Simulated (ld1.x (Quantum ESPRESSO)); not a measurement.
## Pseudopotential generation for Nb: PAW, PBEsol, scalar-relativistic.

Input for ld1.x (Quantum ESPRESSO) 7.5:

```
&input
   title='Nb', zed=41., rel=1, dft='PBESOL', iswitch=3,
   config='[Kr] 4d4 5s0.75 5p0.25',
   nld=3, rlderiv=3.60, eminld=-5.0, emaxld=5.0, deld=0.02
 /
 &inputp
   pseudotype=3, lpaw=.true., tm=.true., lloc=-2, rcloc=0.75,
   nlcc=.false.,
   which_augfun='BESSEL', rmatch_augfun=0.30,
   file_pseudopw='Nb.UPF', file_wfcaegen='ae.wfc', file_wfcncgen='nc.wfc', file_beta='beta', file_chi='chi', file_wfcusgen='us.wfc'
 /
6
5S  1  0   0.75   0.00  2.60  3.30  0.0
5S  1  0   0.00   1.25  2.60  3.30  0.0
4P  2  1   6.00   0.00  1.75  1.90  0.0
5P  3  1   0.25   0.00  1.75  1.90  0.0
4D  3  2   4.00   0.00  0.40  0.45  0.0
4D  3  2   0.00   1.95  0.40  0.45  0.0
 &test
   configts(1)='4p6 4d4 5s0.75 5p0.25'
 /
```

Command:

```bash
ld1.x < Nb.in > Nb.out
```

Output (shortened: banner, matrices, multipoles, cross overlaps and the repeated all-electron block are left out):

```
[... start of the log left out ...]
     s(4P/4P) =  1.000000  <r> =   1.3033  <r2> =    1.9528  r(max) =   1.1179
     s(3D/3D) =  1.000000  <r> =   0.4332  <r2> =    0.2263  r(max) =   0.3325
     s(4D/4D) =  1.000000  <r> =   2.1968  <r2> =    6.1384  r(max) =   1.4902
     s(5S/5S) =  1.000000  <r> =   3.6852  <r2> =   15.6048  r(max) =   3.0769
     s(5P/5P) =  1.000000  <r> =   5.3629  <r2> =   33.9913  r(max) =   4.1534

     ------------------------ End of All-electron run ------------------------

     --------------------- Generating PAW atomic setup --------------------

      Generating local potential from pseudized AE potential:
      Matching radius rcloc =   0.7500
      Enforcing V''(0)=0 (lloc=-2)

      Local pseudo, rcloc= 0.749 Estimated cut-off energy=    55.76 Ry

      Computing core charge for PAW:

       r > 0.81 : true rho core
       r < 0.81 : rho core = a sin(br)/r    a=  16.85  b=   3.22

      Integrated core pseudo-charge :   6.88
      Wfc-us  5S rcutus= 3.275  Estimated cut-off energy=     4.24 Ry
      Wfc-us  5S rcutus= 3.275  Estimated cut-off energy=     8.00 Ry
      Wfc-us  4P rcutus= 1.890  Estimated cut-off energy=    23.42 Ry
      Wfc-us  5P rcutus= 1.890  Estimated cut-off energy=    41.74 Ry
      Wfc-us  4D rcutus= 0.454  Estimated cut-off energy=   618.30 Ry
      Wfc-us  4D rcutus= 0.454  Estimated cut-off energy=   634.68 Ry
      l=   2 integral=    0.000006306 r(ikk)     0.797660615

 %%%%%%%%%%%%%%%%%%%%%%%%%%%%%%%%%%%%%%%%%%%%%%%%%%%%%%%%%%%%%%%%%%%%%%%%%%%%%%
     Error in routine compute_chi (1):
     chi too large beyond r_c
 %%%%%%%%%%%%%%%%%%%%%%%%%%%%%%%%%%%%%%%%%%%%%%%%%%%%%%%%%%%%%%%%%%%%%%%%%%%%%%

     stopping ...
```

The run stopped because the function χ = (ε − T − V_loc)φ does not vanish beyond the cutoff radius.

The run took about 0.1 s on one core of a shared server CPU.
